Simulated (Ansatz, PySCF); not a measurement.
Species: sum formula GeOBr (charge -1, singlet). 
Geometry from a B3LYP-D3(BJ)/def2-TZVP (Ansatz, a quantum-chemistry and plane-wave program) optimisation:
```
Ge
O 1 1.6658
Br 1 2.7332 2 108.82
```
Charge -1, spin multiplicity 1.

Total electronic energies in hartree. Cores are frozen in the correlated levels unless marked. Spin-orbit coupling is left out. Frozen are the shells of the preceding noble gas and the d and f shells that filled before the atom's block. No relativistic terms. Basis-set limits of correlation are two-point, X^-3; Hartree-Fock from the larger set. The bracket is a focal-point correction in the basis named.

| level | program | energy (Eh) |
|---|---|---|
| HF/STO-3G | Ansatz | -4670.13367 |
| RI-HF/cc-pVTZ | Ansatz | -4722.84988 |
| PBE/def2-TZVPD | Ansatz | (withheld) |
| TPSS-D3(BJ)/def2-TZVPD | PySCF + dftd3 | (withheld) |
| PBE0/6-31G* | Ansatz | (withheld) |
| PBE0/def2-TZVP | Ansatz | -4725.89570 |
| PBE0/def2-QZVPP | Ansatz | -4726.00100 |
| r2SCAN0/def2-TZVPD | Ansatz | -4726.44372 |
| PW6B95/def2-TZVPD | PySCF | -4728.75444 |
| LC-wPBE-D4/def2-TZVPD | Ansatz + dftd4 | -4725.85785 |
| MP2/cc-pVQZ | Ansatz | -4723.42966 |
| SCS-MP2/6-31G | Ansatz | -4722.23976 |
| CCSD(T)/STO-3G | Ansatz | -4670.27532 |
| CCSD(T)/6-31G* | Ansatz | -4722.55362 |
| RI-MP2/CBS(aug-cc-pVTZ,aug-cc-pVQZ)+[CCSD(T)-MP2]/aug-cc-pVTZ | Ansatz | -4723.5034 |

**Question.** Complete the blanks.

**Answer.** 
- PBE/def2-TZVPD, energy (Eh): -4725.77761
- TPSS-D3(BJ)/def2-TZVPD, energy (Eh): -4726.43796
- PBE0/6-31G*, energy (Eh): -4725.27766
